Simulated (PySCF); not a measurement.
Run record: excited-state job, InCl2(OMe), `C[O][In]([Cl])[Cl]`.

Computed with TDDFT wB97X-D/def2-SVPD, vertical, gas phase, core orbitals frozen in the response, def2 core potentials past Kr (PySCF 2.14.0, density-fitted response routines). Geometry: PBE0-D3(BJ)/def2-SVP. The input is one job of a driver script: a line of settings, then coordinates in Å.

Input:
```
{"job": {"kind": "uv", "xc": "wB97X-D", "basis": "def2-SVPD", "ip": true, "nstates": 10}, "charge": 0, "multiplicity": 1}
In     0.480135     1.365793     0.652162
Cl     2.630472     0.541913     1.041352
Cl    -0.122310     3.510660     1.279973
O     -0.859419     0.197135    -0.208208
C     -0.579341    -1.119207    -0.602613
H     -0.639416    -1.211919    -1.702118
H     -1.329127    -1.803459    -0.167020
H      0.419016    -1.480916    -0.293537
```

Problem. Give the output.

Solution. 
```
coarse grid: 38496 points
cycle   1  E = -1224.6045951280  dE = -2.060e+01  |g| = 1.894e+00  |ddm| = 1.415e+01
cycle   2  E = -1224.8777964159  dE = -2.732e-01  |g| = 1.680e+00  |ddm| = 7.821e+00
cycle   3  E = -1225.4100666478  dE = -5.323e-01  |g| = 2.558e-01  |ddm| = 2.207e+00
cycle   4  E = -1225.4179339965  dE = -7.867e-03  |g| = 1.754e-01  |ddm| = 3.958e-01
cycle   5  E = -1225.4241750927  dE = -6.241e-03  |g| = 2.573e-02  |ddm| = 2.294e-01
cycle   6  E = -1225.4244206141  dE = -2.455e-04  |g| = 6.663e-03  |ddm| = 4.441e-02
cycle   7  E = -1225.4244654997  dE = -4.489e-05  |g| = 1.728e-03  |ddm| = 2.798e-02
cycle   8  E = -1225.4244698988  dE = -4.399e-06  |g| = 4.816e-04  |ddm| = 9.500e-03
final grid: 76072 points
cycle   9  E = -1225.4260561481  dE = -9.839e-06  |g| = 1.841e-03  |ddm| = 1.592e-02
cycle  10  E = -1225.4260563818  dE = -2.337e-07  |g| = 1.585e-03  |ddm| = 4.785e-03
cycle  11  E = -1225.4260568716  dE = -4.898e-07  |g| = 3.372e-04  |ddm| = 2.357e-03
cycle  12  E = -1225.4260568946  dE = -2.290e-08  |g| = 8.055e-05  |ddm| = 3.928e-04
cycle  13  E = -1225.4260568980  dE = -3.459e-09  |g| = 2.921e-05  |ddm| = 1.761e-04
cycle  14  E = -1225.4260568987  dE = -7.030e-10  |g| = 7.445e-06  |ddm| = 9.607e-05
converged SCF energy = -1225.4260568987

Static polarisability (au): isotropic 78.694, principal 58.067 83.290 94.724

Singlet excitations
state   eV       nm        f      main configurations
  1   4.3519    284.9   0.00383   H->L 0.96
  2   5.0165    247.2   0.07079   H-1->L 0.85, H->L+1 0.11
  3   5.4266    228.5   0.02334   H-2->L 0.95
  4   5.4605    227.1   0.00015   H-3->L 0.97
  5   5.6369    220.0   0.01121   H-4->L 0.96
  6   5.8651    211.4   0.03636   H-5->L 0.94
  7   6.1025    203.2   0.00506   H-1->L+1 0.95
  8   6.2435    198.6   0.14552   H->L+1 0.84, H-1->L 0.10
  9   6.8253    181.7   0.05646   H-3->L+1 0.51, H-6->L 0.44
 10   6.8407    181.2   0.00180   H-2->L+1 0.96

Triplet excitations (Tamm-Dancoff, eV): 4.0314 4.2717 5.0294 5.1463
Vertical ionisation energy (delta-SCF) = 10.4009 eV
Vertical electron affinity (delta-SCF) = 1.1027 eV
```

The SCF starts on a coarse grid where the log names one; the energy can jump when the final grid takes over, and dE then counts from the start density on the new grid. H and L stand for HOMO and LUMO; the number after each pair is its weight.

Problem. Give S1 in cm⁻¹ and kJ/mol.

Solution. 4.3519 eV × 8065.54 = 35100 cm⁻¹; × 96.485 = 419.9 kJ/mol.

Main results: HOMO -10.20 eV, LUMO -1.25 eV; lowest singlet 4.35 eV; lowest triplet 4.03 eV (Tamm–Dancoff); mean polarisability 78.7 au.

Atoms past krypton carry effective core potentials; spin–orbit coupling is left out. Note that the optimisation stopped short of convergence; the values belong to its last geometry.

On one thread of an x86-64 server, on a shared host, this took 73 s.

One conformer stands for the species.
Labels such as C1 count atoms from 1, the log's own numbers from 0.

wB97X-D is run here without its empirical dispersion term; that term would change no orbital, density or response property at a fixed geometry.
